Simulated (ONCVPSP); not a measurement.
**Before and after: ONCV potential for Cu (Z = 29)**

```
Element                 : Cu (Z = 29)
Generator               : ONCVPSP 4.0.1
Type                    : optimised norm-conserving Vanderbilt (ONCV)
Functional              : PBEsol
Relativity              : scalar-relativistic
Frozen core             : [Ne]
Valence charge          : 19
Reference configuration : 3s2 3p6 3d9 (charge +2)
Partial waves           : 3s: rc 1.10 bohr, ncon 3, nbas 7, qcut 13.5 1/bohr, 1 projector; 3p: rc 0.65 bohr, ncon 4, nbas 7, qcut 11.5 1/bohr, 1 projector; 3d: rc 1.40 bohr, ncon 5, nbas 10, qcut 12.8 1/bohr, 2 projectors, debl 3.8 Ha
Local potential         : polynomial inside 0.50 bohr (lpopt 5, dvloc0 6 Ha)
Core correction         : Teter function, fcfact 5, rcfact 1.05
```

Change: d: qcut 15.9.

Cutoffs: the cutoffs (Ha) at which the residual kinetic energy of the hardest occupied pseudo-wave falls to 1 and 0.1 mHa per electron; they do not see the model core or the augmentation charge, which bear on the density cutoff. Errors are all-electron minus pseudo energies relative to the spin-unpolarised reference configuration.

Task: Predict the effect on cutoff, ghosts and configuration errors.

Result: The potential gets neither clearly harder nor softer (149 Ha and 312 Ha → 149 Ha and 312 Ha); the p channel sets the loose cutoff, while the largest relative change is in d, which becomes harder; of the 4 tests that both files solve, the error grows in 0 and shrinks in 3 by more than 15 % and 0.3 meV (median size 23.5 → 17.2 meV); neither file shows a bound ghost.

```tsv
quantity	base	changed
cutoff, loose	149 Ha	149 Ha
cutoff, tight	312 Ha	312 Ha
loose cutoff by channel	s 58 Ha, p 149 Ha, d 62 Ha	s 58 Ha, p 149 Ha, d 74 Ha
bound ghosts	none	none
GHOST(+) flags under 300 eV	none	none
error for 3s2 3p6 3d10 4s1, meV [ΔE -29.42 eV]	+580	+580
error for 3s2 3p6 3d10, meV [ΔE -21.31 eV]	+8.8	+6.2
error for 3s2 3p6 3d8, meV [ΔE 38.99 eV]	+34	+23
error for 3s2 3p6 3d10 4p1, meV [ΔE -25.25 eV]	+13	+11
s: phases at 1.12 bohr within 0.05 rad from the reference energy up to (Ha; the scan ends near 5)	-1.6	-1.6
p: phases at 0.66 bohr within 0.05 rad from the reference energy up to (Ha; the scan ends near 5)	to the end of the scan	to the end of the scan
d: phases at 1.42 bohr within 0.05 rad from the reference energy up to (Ha; the scan ends near 5)	to the end of the scan	to the end of the scan
rms error of d²Exc/dni dnj with the model core, mHa	1.64	1.84
```
